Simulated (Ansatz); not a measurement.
`F[SiH2][GaH2]` + `N=CO` → `O/C=[N]/[GaH2]` + `F[SiH3]` at 700 K and 1 bar (cleavage of the Ga–Si bond).

Gas-phase electronic energies from Ansatz, PBE0-D4/def2-TZVP geometries. CCSD(T)/CBS is the MP2 limit (def2-TZVPP, def2-QZVPP) plus CCSD(T) − MP2 in def2-TZVPP, frozen cores. This one scheme is used for every species. For Ga outer-core shells are correlated without core-valence functions, which leaves a few kJ/mol of doubt a bond. Scalar relativity is left out up to krypton. Each species was taken in one conformer, which may not be the lowest.

| species | CCSD(T)/CBS energy (Eh) | H − E (kJ/mol) | S (J/(mol·K)) |
| --- | --- | --- | --- |
| `F[SiH2][GaH2]` | -2315.24935 | 146.8 | 413.0 |
| `N=CO` | -169.71775 | 160.4 | 306.3 |
| `O/C=[N]/[GaH2]` | -2094.25715 | 192.0 | 415.1 |
| `F[SiH3]` | -390.72345 | 108.4 | 291.4 |

H − E and S are ideal-gas, rigid-rotor, harmonic terms from PBE0-D4/def2-TZVP, for one conformer and one mirror image of each species. 1 Eh = 2625.50 kJ/mol, R = 8.31446 J/(mol·K).

Problem. By hand: ΔE, ΔH, ΔS and ΔG.

Solution. ΔE = (-2094.25715) + (-390.72345) − (-2315.24935) − (-169.71775) = -0.01350 Eh = -35.4 kJ/mol. Δ(H − E) = 192.0 + 108.4 − 146.8 − 160.4 = -6.8, so ΔH = -42.2 kJ/mol. ΔS = 415.1 + 291.4 − 413.0 − 306.3 = -12.8 J/(mol·K). ΔG = -42.2 − 700 × (-12.8)/1000 = -33.2 kJ/mol.

Problem. By hand: the equilibrium constant, and the temperature at which ΔG would vanish if ΔH and ΔS stayed fixed.

Solution. log₁₀ K = −ΔG/(RT ln 10) = 2.5. ΔG = 0 at ΔH/ΔS = 3297 K, far beyond where these terms or the molecules hold.

The number of gas molecules stays the same, so ΔS is small and ΔH decides. A doubt of 5 kJ/mol in ΔE shifts log₁₀ K by 0.4 here. Other conformers and mirror images would add mixing entropy, several J/(mol·K) or more a flexible species. These are equilibria of isolated gas molecules and say nothing of rates. Largest T1 diagnostic: 0.016 (customary marks: 0.02 for closed shells, 0.045 for open ones).
